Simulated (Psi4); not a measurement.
Psi4 input (wB97X-D/6-31G*):

```
memory 1500 MB

molecule {
0 2
C     2.57752244    0.63598928   -0.54524927
C     1.38588722   -0.20121660   -0.09093055
C     0.06851117    0.55041933   -0.21313557
C    -1.14645441   -0.24911581    0.22994921
O    -1.04735876   -1.40345421    0.64788357
C    -2.43159908    0.38528533    0.14753693
H     2.67304346    1.54724908    0.05063312
H     2.47653898    0.93586628   -1.59141878
H     3.51047548    0.07830830   -0.44925529
H     1.32669209   -1.12191572   -0.67527133
H     1.52062782   -0.51852506    0.94531527
H    -0.09646643    0.87234951   -1.24834479
H     0.09764804    1.47629630    0.37373550
H    -2.54621660    1.39818871   -0.21587963
H    -3.30667675   -0.16835281    0.45839282
symmetry c1
no_reorient
no_com
}

set {
  basis 6-31G*
  reference uks
  scf_type pk
  dft_radial_points 99
  dft_spherical_points 590
  e_convergence 1e-8
  d_convergence 1e-7
  maxiter 150
}

e = energy('wb97x-d')
print_out(f'\nFINAL {e:.10f} DIPOLE {variable("CURRENT DIPOLE")[0]:.6f} {variable("CURRENT DIPOLE")[1]:.6f} {variable("CURRENT DIPOLE")[2]:.6f}\n')
```

Output:

```
   => Loading Basis Set <=

    Name: 6-31G*
    Role: ORBITAL
    Keyword: BASIS
    atoms 1-4, 6 entry C          line   111 file 6-31gs.gbs
    atoms 5      entry O          line   145 file 6-31gs.gbs
    atoms 7-15   entry H          line    44 file 6-31gs.gbs

   => WB97X-D: Empirical Dispersion <=

    Chai and Head-Gordon Dispersion Correction
    Chai, J.-D.; Head-Gordon, M. (2010), J. Chem. Phys., 132: 6615-6620

        s6 =       1.000000

         ---------------------------------------------------------
                                   SCF
               by Justin Turney, Rob Parrish, Andy Simmonett
                          and Daniel G. A. Smith
                              UKS Reference
         ---------------------------------------------------------

  ==> Geometry <==

    Molecular point group: c1
    Full point group: C1

    Geometry (in Angstrom), charge = 0, multiplicity = 2:

       Center              X                  Y                   Z               Mass
    ------------   -----------------  -----------------  -----------------  -----------------
         C            2.577522440000     0.635989280000    -0.545249270000    12.000000000000
         C            1.385887220000    -0.201216600000    -0.090930550000    12.000000000000
         C            0.068511170000     0.550419330000    -0.213135570000    12.000000000000
         C           -1.146454410000    -0.249115810000     0.229949210000    12.000000000000
         O           -1.047358760000    -1.403454210000     0.647883570000    15.994914619570
         C           -2.431599080000     0.385285330000     0.147536930000    12.000000000000
         H            2.673043460000     1.547249080000     0.050633120000     1.007825032230
         H            2.476538980000     0.935866280000    -1.591418780000     1.007825032230
         H            3.510475480000     0.078308300000    -0.449255290000     1.007825032230
         H            1.326692090000    -1.121915720000    -0.675271330000     1.007825032230
         H            1.520627820000    -0.518525060000     0.945315270000     1.007825032230
         H           -0.096466430000     0.872349510000    -1.248344790000     1.007825032230
         H            0.097648040000     1.476296300000     0.373735500000     1.007825032230
         H           -2.546216600000     1.398188710000    -0.215879630000     1.007825032230
         H           -3.306676750000    -0.168352810000     0.458392820000     1.007825032230

  Running in c1 symmetry.

  Rotational constants: A =      0.29665  B =      0.06173  C =      0.05257 [cm^-1]
  Rotational constants: A =   8893.47405  B =   1850.58048  C =   1575.98056 [MHz]
  Nuclear repulsion =  227.121628617004149

  Charge       = 0
  Multiplicity = 2
  Electrons    = 47
  Nalpha       = 24
  Nbeta        = 23

[...]
      94A      2.441371    95A      2.524697    96A      2.662595
      97A      2.687390    98A      2.703372    99A      2.731861
     100A      2.930992   101A      3.070522   102A      3.134894
     103A      4.042876   104A      4.201074   105A      4.266112
     106A      4.383903   107A      4.528917   108A      4.655072

    Beta Occupied:

       1A    -19.254469     2A    -10.380736     3A    -10.323140
       4A    -10.300941     5A    -10.289469     6A    -10.283332
       7A     -1.123924     8A     -0.894881     9A     -0.834413
      10A     -0.778563    11A     -0.688819    12A     -0.617627
      13A     -0.562911    14A     -0.559659    15A     -0.532060
      16A     -0.500000    17A     -0.491272    18A     -0.478879
      19A     -0.431219    20A     -0.428542    21A     -0.419168
      22A     -0.407173    23A     -0.326211

    Beta Virtual:

      24A     -0.040771    25A      0.127874    26A      0.175744
      27A      0.201745    28A      0.225481    29A      0.228258
      30A      0.244211    31A      0.253925    32A      0.266152
      33A      0.274785    34A      0.292872    35A      0.308777
      36A      0.318343    37A      0.359523    38A      0.402524
      39A      0.428539    40A      0.593982    41A      0.621970
      42A      0.629375    43A      0.638905    44A      0.642711
      45A      0.695957    46A      0.698165    47A      0.737276
      48A      0.763986    49A      0.769291    50A      0.775255
      51A      0.797175    52A      0.894181    53A      0.904215
      54A      0.918619    55A      0.951297    56A      0.962852
      57A      0.989071    58A      0.993967    59A      0.997641
      60A      1.031303    61A      1.043021    62A      1.051762
      63A      1.058412    64A      1.077211    65A      1.162835
      66A      1.168997    67A      1.221933    68A      1.249588
      69A      1.301373    70A      1.443723    71A      1.500842
      72A      1.519383    73A      1.596114    74A      1.723374
      75A      1.759744    76A      1.796685    77A      1.851355
      78A      1.864207    79A      1.930408    80A      1.934395
      81A      1.970757    82A      2.024078    83A      2.046010
      84A      2.052730    85A      2.103755    86A      2.130606
      87A      2.132245    88A      2.212153    89A      2.266157
      90A      2.287182    91A      2.400637    92A      2.423915
      93A      2.442779    94A      2.453313    95A      2.529100
      96A      2.665085    97A      2.696132    98A      2.705527
      99A      2.735751   100A      2.934670   101A      3.073742
     102A      3.137486   103A      4.055314   104A      4.220551
     105A      4.281272   106A      4.384907   107A      4.530948
     108A      4.655977

    Final Occupation by Irrep:
              A
    DOCC [    23 ]
    SOCC [     1 ]
    NA   [    24 ]
    NB   [    23 ]

  @UKS Final Energy:  -271.03507602506897

   => Energetics <=

    Nuclear Repulsion Energy =            227.1216286170041485
    One-Electron Energy =                -815.9195947358185776
    Two-Electron Energy =                 344.4842956753374779
    DFT Exchange-Correlation Energy =     -26.7145962836309216
    Empirical Dispersion Energy =          -0.0068092979611134
    VV10 Nonlocal Energy =                  0.0000000000000000
    Total Energy =                       -271.0350760250689746

  UHF NO Occupations:
  HONO-2 :   22  A 1.9990844
  HONO-1 :   23  A 1.9926052
  HONO-0 :   24  A 1.0000000
  LUNO+0 :   25  A 0.0073948
  LUNO+1 :   26  A 0.0009156
  LUNO+2 :   27  A 0.0002470
  LUNO+3 :   28  A 0.0001927

Computation Completed

Properties will be evaluated at   0.000000,   0.000000,   0.000000 [a0]

Properties computed using the SCF density matrix

 Multipole Moments:

 ------------------------------------------------------------------------------------
     Multipole            Electronic (a.u.)      Nuclear  (a.u.)        Total (a.u.)
 ------------------------------------------------------------------------------------

 L = 1.  Multiply by 2.5417464519 to convert [e a0] to [Debye]
 Dipole X            :         -0.1740855            0.0000001           -0.1740854
 Dipole Y            :          1.0213777            0.0000002            1.0213779
 Dipole Z            :         -0.3594552           -0.0000001           -0.3594553
 Magnitude           :                                                    1.0966889

 ------------------------------------------------------------------------------------

FINAL -271.0350760251 DIPOLE -0.174085 1.021378 -0.359455

*** Psi4 exiting successfully. Buy a developer a beer!
```

The geometry given is a B3LYP-D3(BJ)/def2-TZVP minimum.
